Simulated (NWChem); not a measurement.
Everything below was run with NWChem. System: H2Cl2Si, charge 0, spin multiplicity 1, at a geometry optimised with PBE0/def2-SVP. The structure started from a generated list of species. Level: PBE0/6-31G* (spherical d).

The NWChem input:

```
start mol
memory heap 200 mb stack 900 mb global 1100 mb
geometry units angstroms nocenter noautoz
  Si     0.000000     0.000000     0.768927
  Cl    -1.683952     0.000000    -0.410357
  Cl     1.683952     0.000000    -0.410357
  H      0.000000    -1.233025     1.593580
  H      0.000000     1.233025     1.593580
  symmetry group C2v
end
basis spherical
  * library 6-31g*
end
dft
  xc pbe0
  semidirect memsize 60000000 filesize 0
  iterations 100
end
task dft energy
```

NWChem printed:

```
             Northwest Computational Chemistry Package (NWChem) 7.3.0
             --------------------------------------------------------

                                NWChem Input Module
                                -------------------

 Scaling coordinates for geometry "geometry" by  1.889725989
 (inverse scale =  0.529177249)

 Turning off AUTOSYM since
 SYMMETRY directive was detected!

                             Geometry "geometry" -> ""
                             -------------------------

 Output coordinates in angstroms (scale by  1.889725989 to convert to a.u.)

  No.       Tag          Charge          X              Y              Z
 ---- ---------------- ---------- -------------- -------------- --------------
    1 Si                  14.0000     0.00000000     0.00000000     0.76892700
    2 Cl                  17.0000    -1.68395200     0.00000000    -0.41035700
    3 Cl                  17.0000     1.68395200     0.00000000    -0.41035700
    4 H                    1.0000     0.00000000    -1.23302500     1.59358000
    5 H                    1.0000     0.00000000     1.23302500     1.59358000

 Effective nuclear repulsion energy (a.u.)     190.5729454024

            Nuclear Dipole moment (a.u.)
            ----------------------------
        X                 Y               Z
 ---------------- ---------------- ----------------
     0.0000000000     0.0000000000    -0.0000000000

      Symmetry information
      --------------------

 Group name             C2v
 Group number             16
 Group order               4
 No. of unique centers     3

      Symmetry unique atoms

     1    2    4


 Summary of "ao basis" -> "" (spherical)
 ------------------------------------------------------------------------------
       Tag                 Description            Shells   Functions and Types
 ---------------- ------------------------------  ------  ---------------------
 *                           6-31g*                   on all atoms

                                 NWChem DFT Module
                                 -----------------

 Summary of "ao basis" -> "ao basis" (spherical)
 ------------------------------------------------------------------------------
       Tag                 Description            Shells   Functions and Types
 ---------------- ------------------------------  ------  ---------------------
 Si                          6-31g*                  8       18   4s3p1d
 Cl                          6-31g*                  8       18   4s3p1d
 H                           6-31g*                  2        2   2s

 Summary of "ao basis" -> "ao basis" (spherical)
 ------------------------------------------------------------------------------
       Tag                 Description            Shells   Functions and Types
 ---------------- ------------------------------  ------  ---------------------
 Si                          6-31g*                  8       18   4s3p1d
 Cl                          6-31g*                  8       18   4s3p1d
 H                           6-31g*                  2        2   2s

      Symmetry analysis of basis
      --------------------------

        a1         24
        a2          6
        b1         17
        b2         11

            General Information
            -------------------
          SCF calculation type: DFT
          Wavefunction type:  closed shell.
          No. of atoms     :     5
          No. of electrons :    50
           Alpha electrons :    25
            Beta electrons :    25
          Charge           :     0
          Spin multiplicity:     1
          Use of symmetry is: on ; symmetry adaption is: on
          Maximum number of iterations: 100
          AO basis - number of functions:    58
                     number of shells:    28
          Convergence on energy requested:  1.00D-06
          Convergence on density requested:  1.00D-05
          Convergence on gradient requested:  5.00D-04

              XC Information
              --------------
                         PBE0 Method XC Functional
                     Hartree-Fock (Exact) Exchange  0.250
          PerdewBurkeErnzerhof Exchange Functional  0.750
            Perdew 1991 LDA Correlation Functional  1.000 local
           PerdewBurkeErnz. Correlation Functional  1.000 non-local

             Grid Information
             ----------------
          Grid used for XC integration:  medium
          Radial quadrature: Mura-Knowles
          Angular quadrature: Lebedev.
          Tag              B.-S. Rad. Rad. Pts. Rad. Cut. Ang. Pts.
          ---              ---------- --------- --------- ---------
          Si                  1.10       88           8.0       590
          Cl                  1.00       88          10.0       590
          H                   0.35       45           8.0       434
          Grid pruning is: on
          Number of quadrature shells:   221
          Spatial weights used:  Erf1

          Convergence Information
          -----------------------
          Convergence aids based upon iterative change in
          total energy or number of iterations.
          Levelshifting, if invoked, occurs when the
          HOMO/LUMO gap drops below (HL_TOL):  1.00D-02
          DIIS, if invoked, will attempt to extrapolate
          using up to (NFOCK): 10 stored Fock matrices.

                    Damping( 0%)  Levelshifting(0.5)       DIIS
                  --------------- ------------------- ---------------
          dE  on:    start            ASAP                start
          dE off:    2 iters        100 iters           100 iters

      Screening Tolerance Information
      -------------------------------
          Density screening/tol_rho:  1.00D-10
          AO Gaussian exp screening on grid/accAOfunc:  14
          CD Gaussian exp screening on grid/accCDfunc:  20
          XC Gaussian exp screening on grid/accXCfunc:  20
          Schwarz screening/accCoul:  1.00D-08

      Superposition of Atomic Density Guess
      -------------------------------------

 Sum of atomic energies:       -1208.71493803

      Non-variational initial energy
      ------------------------------

 Total energy =   -1209.378352
 1-e energy   =   -2051.509105
 2-e energy   =     651.557807
 HOMO         =      -0.372781
 LUMO         =       0.062439

      Symmetry analysis of molecular orbitals - initial
      -------------------------------------------------

  Numbering of irreducible representations:

     1 a1          2 a2          3 b1          4 b2

  Orbital symmetries:

     1 a1          2 b1          3 a1          4 a1          5 b1
     6 a1          7 b1          8 b2          9 a1         10 b1
    11 a2         12 a1         13 b2         14 a1         15 b1
    16 a1         17 b1         18 a1         19 b1         20 a1
    21 b2         22 a2         23 a1         24 b1         25 b2
    26 a1         27 b1         28 a1         29 b2         30 a1
    31 b2         32 a1         33 b1         34 b1         35 a1

------------------------------------------------------------
EAF file 0: "./mol.aoints.0" size=524288 bytes
------------------------------------------------------------
               write      read    awrite     aread      wait
               -----      ----    ------     -----      ----
     calls:        1         0         0         0         0
   data(b): 5.24e+05  0.00e+00  0.00e+00  0.00e+00
   time(s): 0.00e+00  0.00e+00  0.00e+00  0.00e+00  0.00e+00
rate(mb/s): 0.00e+00  0.00e+00
------------------------------------------------------------

   convergence    iter        energy       DeltaE   RMS-Dens  Diis-err    time
 ---------------- ----- ----------------- --------- --------- ---------  ------
 d= 0,ls=0.0,diis     1  -1210.6502875827 -1.40D+03  1.81D-02  3.42D-01     0.4
 d= 0,ls=0.0,diis     2  -1210.6519024967 -1.61D-03  9.91D-03  2.94D-01     0.5
 d= 0,ls=0.0,diis     3  -1210.6986168509 -4.67D-02  1.47D-03  6.53D-03     0.5
 d= 0,ls=0.0,diis     4  -1210.6995929014 -9.76D-04  3.06D-04  2.23D-04     0.5
 d= 0,ls=0.0,diis     5  -1210.6996268181 -3.39D-05  4.12D-05  4.31D-06     0.6
 d= 0,ls=0.0,diis     6  -1210.6996275407 -7.23D-07  5.68D-06  1.11D-07     0.6

         Total DFT energy =    -1210.699627540685
      One electron energy =    -2052.799846107249
           Coulomb energy =      729.344504796882
    Exchange-Corr. energy =      -77.817231632687
 Nuclear repulsion energy =      190.572945402370

 Numeric. integr. density =       49.999993407154

     Total iterative time =      0.4s

                  Occupations of the irreducible representations
                  ----------------------------------------------

                     irrep           alpha         beta
                     --------     --------     --------
                     a1               11.0         11.0
                     a2                2.0          2.0
                     b1                8.0          8.0
                     b2                4.0          4.0

                       DFT Final Molecular Orbital Analysis
                       ------------------------------------

 Vector   23  Occ=2.000000D+00  E=-3.564135D-01  Symmetry=a2
              MO Center=  3.6D-15, -7.2D-16, -3.8D-01, r^2= 3.9D+00
   Bfn.  Coefficient  Atom+Function         Bfn.  Coefficient  Atom+Function
  ----- ------------  ---------------      ----- ------------  ---------------
    26      0.513752  2 Cl py                44     -0.513752  3 Cl py
    30      0.287463  2 Cl py                48     -0.287463  3 Cl py
    22     -0.200956  2 Cl py                40      0.200956  3 Cl py
    14     -0.060999  1 Si d -2

 Vector   24  Occ=2.000000D+00  E=-3.465212D-01  Symmetry=b1
              MO Center= -2.6D-14,  1.4D-15, -3.5D-01, r^2= 4.1D+00
   Bfn.  Coefficient  Atom+Function         Bfn.  Coefficient  Atom+Function
  ----- ------------  ---------------      ----- ------------  ---------------
    25      0.396657  2 Cl px                43      0.396657  3 Cl px
    27     -0.348696  2 Cl pz                45      0.348696  3 Cl pz
    29      0.213656  2 Cl px                47      0.213656  3 Cl px
    31     -0.181572  2 Cl pz                49      0.181572  3 Cl pz
    21     -0.153846  2 Cl px                39     -0.153846  3 Cl px

 Vector   25  Occ=2.000000D+00  E=-3.365292D-01  Symmetry=b2
              MO Center= -1.4D-14, -4.1D-15,  2.4D-01, r^2= 4.2D+00
   Bfn.  Coefficient  Atom+Function         Bfn.  Coefficient  Atom+Function
  ----- ------------  ---------------      ----- ------------  ---------------
    26      0.431910  2 Cl py                44      0.431910  3 Cl py
    56      0.250342  4 H  s                 58     -0.250342  5 H  s
    30      0.232894  2 Cl py                48      0.232894  3 Cl py
     8     -0.182848  1 Si py                22     -0.167614  2 Cl py
    40     -0.167614  3 Cl py                55      0.162954  4 H  s

 Vector   26  Occ=0.000000D+00  E=-3.308868D-03  Symmetry=a1
              MO Center=  2.0D-14, -5.3D-15,  3.5D-01, r^2= 4.2D+00
   Bfn.  Coefficient  Atom+Function         Bfn.  Coefficient  Atom+Function
  ----- ------------  ---------------      ----- ------------  ---------------
    13      1.027579  1 Si pz                10     -0.770455  1 Si s
    28      0.580577  2 Cl s                 46      0.580577  3 Cl s
    29      0.508477  2 Cl px                47     -0.508477  3 Cl px
     6     -0.457850  1 Si s                  9      0.453641  1 Si pz
    25      0.288321  2 Cl px                43     -0.288321  3 Cl px

 Vector   27  Occ=0.000000D+00  E=-4.973604D-04  Symmetry=b1
              MO Center= -1.8D-14,  3.1D-17,  1.0D+00, r^2= 4.2D+00
   Bfn.  Coefficient  Atom+Function         Bfn.  Coefficient  Atom+Function
  ----- ------------  ---------------      ----- ------------  ---------------
    11      1.247276  1 Si px                28      0.614578  2 Cl s
    46     -0.614578  3 Cl s                  7      0.492622  1 Si px
    31      0.369791  2 Cl pz                49     -0.369791  3 Cl pz
    27      0.219140  2 Cl pz                45     -0.219140  3 Cl pz
    29      0.214162  2 Cl px                47      0.214162  3 Cl px

 Vector   28  Occ=0.000000D+00  E= 7.106056D-02  Symmetry=a1
              MO Center=  8.9D-15,  2.0D-14,  1.1D+00, r^2= 3.5D+00
   Bfn.  Coefficient  Atom+Function         Bfn.  Coefficient  Atom+Function
  ----- ------------  ---------------      ----- ------------  ---------------
     6      1.039893  1 Si s                 56     -0.950743  4 H  s
    58     -0.950743  5 H  s                 13      0.860612  1 Si pz
    10      0.469021  1 Si s                 31     -0.197442  2 Cl pz
    49     -0.197442  3 Cl pz                 9      0.184160  1 Si pz
     2     -0.162183  1 Si s                 55     -0.158265  4 H  s

 center of mass
 --------------
 x =   0.00000000 y =   0.00000000 z =  -0.07517107

 moments of inertia (a.u.)
 ------------------
         129.784766759102           0.000000000000           0.000000000000
           0.000000000000         827.061660716591           0.000000000000
           0.000000000000           0.000000000000         719.163909907098

     Multipole analysis of the density
     ---------------------------------

     L   x y z        total         alpha         beta         nuclear
     -   - - -        -----         -----         ----         -------
     0   0 0 0     -0.000000    -25.000000    -25.000000     50.000000

     1   1 0 0      0.000000      0.000000      0.000000      0.000000
     1   0 1 0      0.000000      0.000000      0.000000      0.000000
     1   0 0 1      0.658874      0.329437      0.329437     -0.000000

     2   2 0 0    -31.488820   -187.894007   -187.894007    344.299193
     2   1 1 0     -0.000000     -0.000000     -0.000000      0.000000
     2   1 0 1      0.000000      0.000000      0.000000      0.000000
     2   0 2 0    -29.015120    -19.936830    -19.936830     10.858540
     2   0 1 1     -0.000000     -0.000000     -0.000000      0.000000
     2   0 0 2    -28.091214    -48.116836    -48.116836     68.142457

 Task  times  cpu:        0.6s     wall:        0.6s

 Total times  cpu:        0.6s     wall:        0.6s
```
